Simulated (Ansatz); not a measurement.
`O[PH][SbH2]`, relaxed with RKS PBE-D4/def2-SVP in the Gaussian-basis code of Ansatz from a rough embedded geometry. The force threshold is 0.03 eV/Å; the program also tests the step.

The species carries charge 0 and has multiplicity 1. Sb: def2 effective core potential.

Start:

```xyz
7

O    -0.400    1.363   -0.481
P    -0.781    0.592    1.023
Sb   -0.059   -1.637    0.206
H     0.546    1.345   -0.540
H     0.509    0.917    1.647
H    -1.132   -1.572   -1.177
H     1.316   -1.008   -0.678
```

```tsv
step	energy (eV)	largest force (eV/Å)	largest move (Å)
1	-17926.8165	1.714	0.000
2	-17927.0421	1.288	0.193
3 (rejected)	-17926.9376	1.208	0.190
4	-17927.1140	0.592	0.084
5	-17927.1360	0.135	0.100
6	-17927.1380	0.113	0.034
7	-17927.1387	0.027	0.021
```

End:

```xyz
7

O    -0.380    1.607   -0.377
P    -0.763    0.655    0.953
Sb   -0.021   -1.734    0.246
H     0.490    1.382   -0.763
H     0.447    0.782    1.759
H    -1.068   -1.623   -1.131
H     1.294   -1.070   -0.687
```

It took 49 s on 2 threads of an Intel Xeon on a shared host, with 0.15 GiB of host memory at the peak.
